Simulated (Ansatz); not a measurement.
# Heat of formation of GeH2Cl2O (SMILES [OH][GeH]([Cl])[Cl]) from total energies

GeH2Cl2O has 6 atoms, charge 0, and is taken as a singlet. SMILES: `[OH][GeH]([Cl])[Cl]`. The coordinates come from a PBE0-D4/def2-TZVP relaxation. This is one conformer, not always the lowest.

Total energies at B3LYP/6-31G* (spherical functions) (Ansatz 0.2.0); the atoms run unrestricted:

```
 species    state   energy (Eh)
GeH2Cl2O  singlet  -3073.673049
       O  triplet    -75.059404
      Ge  triplet  -2076.685587
      Cl  doublet   -460.132788
       H  doublet     -0.500273
```

Harmonic wavenumbers at PBE0-D4/def2-TZVP, in cm⁻¹: 149, 153, 213, 252, 426, 441, 699, 709, 750, 942, 2239, 3882.

Measured heats of formation of the gaseous atoms at 298.15 K, in kJ/mol: O 249.2, Ge 372.0, Cl 121.3, H 218.0. Spin-orbit lowering of the atoms at 298 K (mean of the ground term's levels less their thermal mean, from spectra), in kJ/mol: O 0.40, Ge 10.39, Cl 3.44. Take 1 Eh = 2625.50 kJ/mol, 1 cm⁻¹ = 0.0119627 kJ/mol, RT = 2.479 kJ/mol.

Question: What heat of formation follows?

Answer: 
1. Electronic atomisation energy: (-75.059404) + (-2076.685587) + 2 × (-460.132788) + 2 × (-0.500273) − (-3073.673049) = 0.661936 Eh = 1737.9 kJ/mol.
2. Zero-point energy: half the sum of the wavenumbers, 5427.5 cm⁻¹ = 64.9 kJ/mol.
3. Thermal vibrational enthalpy, Σ hcν̃/(exp(hcν̃/kT) − 1): 8.5 kJ/mol. Translation, rotation and pV of a non-linear molecule: 4 RT = 9.9 kJ/mol.
4. The 6 free atoms carry 5/2 RT each: 37.2 kJ/mol.
5. Spin-orbit coupling lowers the free atoms by 0.40 + 10.39 + 2 × 3.44 = 17.7 kJ/mol.
6. Atomisation enthalpy at 298 K: 1737.9 − 17.7 − 64.9 − 8.5 − 9.9 + 37.2 = 1674.1 kJ/mol.
7. Sum of the atoms' heats of formation: 1299.8 kJ/mol. Heat of formation: 1299.8 − 1674.1 = -374.3 kJ/mol.

No measured value is set beside it here. Relativity is left out. Anharmonicity and any spin-orbit splitting of the molecule are left out.
